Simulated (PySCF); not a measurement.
**Two-component Hartree-Fock for Lu⁺ (lutetium, charge +1)**

Start: [Xe] 4f14 6s2. Calculated with PySCF 2.14 in x2c-SVPall-2c with one added diffuse shell each of s, p, d type (8s11p10d2f1g, 114 functions): generalised Hartree-Fock with the X2C-1e Hamiltonian and a Gaussian nucleus; one run each with spin-orbit coupling (SO) switched off, then screened by Boettger's factors.

| spinor shell | electrons | ε, spin-free (eV) | ε, screened SO (eV) | weight of nominal j (screened SO) | rms radius, screened SO (bohr) |
| --- | --- | --- | --- | --- | --- |
| 1s1/2 | 2 | -63655.2 | -63638.5 | 1.000 | 0.0219 |
| 2s1/2 | 2 | -10978.5 | -10973.4 | 1.000 | 0.0885 |
| 2p1/2 | 2 | -9659.8 | -10455.1 | 1.000 | 0.0754 |
| 2p3/2 | 4 | -9659.8 | -9331.6 | 1.000 | 0.0825 |
| 3s1/2 | 2 | -2553.6 | -2552.0 | 1.000 | 0.227 |
| 3p1/2 | 2 | -2150.6 | -2322.7 | 1.000 | 0.218 |
| 3p3/2 | 4 | -2150.6 | -2078.5 | 1.000 | 0.232 |
| 3d3/2 | 4 | -1662.6 | -1693.3 | 1.000 | 0.206 |
| 3d5/2 | 6 | -1662.6 | -1640.6 | 1.000 | 0.210 |
| 4s1/2 | 2 | -545.39 | -544.94 | 1.000 | 0.509 |
| 4p1/2 | 2 | -410.65 | -450.12 | 1.000 | 0.520 |
| 4p3/2 | 4 | -410.65 | -394.07 | 1.000 | 0.552 |
| 4d3/2 | 4 | -231.54 | -237.66 | 1.000 | 0.584 |
| 4d5/2 | 6 | -231.54 | -227.13 | 1.000 | 0.598 |
| 5s1/2 | 2 | -83.060 | -83.004 | 1.000 | 1.26 |
| 5p1/2 | 2 | -48.235 | -53.514 | 1.000 | 1.41 |
| 5p3/2 | 4 | -48.235 | -46.065 | 1.000 | 1.53 |
| 4f5/2 | 6 | -31.898 | -32.631 | 1.000 | 0.793 |
| 4f7/2 | 8 | -31.898 | -31.075 | 1.000 | 0.803 |
| 6s1/2 | 2 | -12.805 | -12.809 | 1.000 | 3.70 |

```csv
quantity,spin-free,screened SO
E (hartree),-14551.59437,-14565.94846
M_J,0,0
⟨J²⟩,0.000,0.000
⟨L²⟩,0.000,0.110
⟨S²⟩,0.000,0.110
```

Breit and QED terms are absent; they matter most for the inner s and p1/2 levels.

Densities and radii are taken from the X2C orbitals without a picture-change correction, which distorts them close to the nucleus.

Without spin-orbit coupling the j labels of p, d and f shells carry no meaning; the spin-free column gives the mean over the occupied spinors of each nl shell.
